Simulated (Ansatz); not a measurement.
System: ZnBr (charge 0, doublet). The spin state was set by rule; other spins were not relaxed. 
Structure (B3LYP-D3(BJ)/def2-TZVP (Ansatz, a quantum-chemistry and plane-wave program) minimum search):
```
Zn
Br 1 2.3405
```
Charge 0, spin multiplicity 2.

Dipole moments at this geometry, in debye (magnitudes).

```csv
level,program,dipole (D)
SVWN5/def2-TZVPD,Ansatz,2.50
BLYP/def2-TZVPD,Ansatz,2.48
r2SCAN/def2-TZVPD,Ansatz,2.73
B97M-V/def2-TZVPD,Ansatz,?
CCSD(T)/def2-SVPD,Ansatz,?
```

Q: Some entries are withheld; supply them.

A: 
- B97M-V/def2-TZVPD, dipole (D): 2.74
- CCSD(T)/def2-SVPD, dipole (D): 3.02
